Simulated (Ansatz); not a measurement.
Ideal-gas functions of `S[SiH2][SnH3]` at 298.15 K and 1 bar, from an Ansatz frequency run at PBE0-D4/def2-TZVP.

Molar mass 184.91 g/mol, point group C1 (symmetry number 1), electronic degeneracy 1, moments of inertia 56.064, 457.122, 497.345 u Å². Harmonic wavenumbers (cm⁻¹, unscaled): 68, 90, 185, 297, 314, 390, 473, 516, 623, 662, 726, 728, 763, 837, 926, 1931, 1935, 1947, 2204, 2233, 2707.

Use S(trans) = R[1.5 ln M + 2.5 ln T − 1.1517]; rotational temperatures θ = 24.2544 K / I; S(rot) = R[ln(√π/σ · √(T³/θAθBθC)) + 1.5]; for each mode x = 1.438777 ν̃/T, S = R[x/(eˣ − 1) − ln(1 − e⁻ˣ)] and H = RT x/(eˣ − 1); 1 cm⁻¹ = 0.0119627 kJ/mol; R = 8.31446 J/(mol·K).

Task: By hand: the entropy, in J/(mol·K).

Result: Translation 174.0. Rotation: θ = 0.4326, 0.0531, 0.0488 K, giving 116.5. Vibration, mode by mode: 17.62, 15.31, 9.53, 6.00, 5.61, 4.18, 3.05, 2.59, 1.72, 1.48, 1.16, 1.15, 1.00, 0.75, 0.53, 0.01, 0.01, 0.01, 0.00, 0.00, 0.00, in all 71.7. Electronic 0.0. Sum 362.2 J/(mol·K).

Task: By hand: H − E and G − E in kJ/mol, counted from the electronic energy.

Result: Zero-point energy ½ × 20555 × 0.0119627 = 122.9; thermal vibration 11.6; translation, rotation and pV give 4 RT = 9.9. H − E = 144.4 kJ/mol, and G − E = 144.4 − 298.15 × 362.2/1000 = 36.4 kJ/mol.

Vibration gives 20 % of the entropy, 32.9 J/(mol·K) of it from the modes under 150 cm⁻¹: soft modes count most, and the harmonic formula is weakest for them. The sum counts one conformer and one mirror image; others add a mixing term.
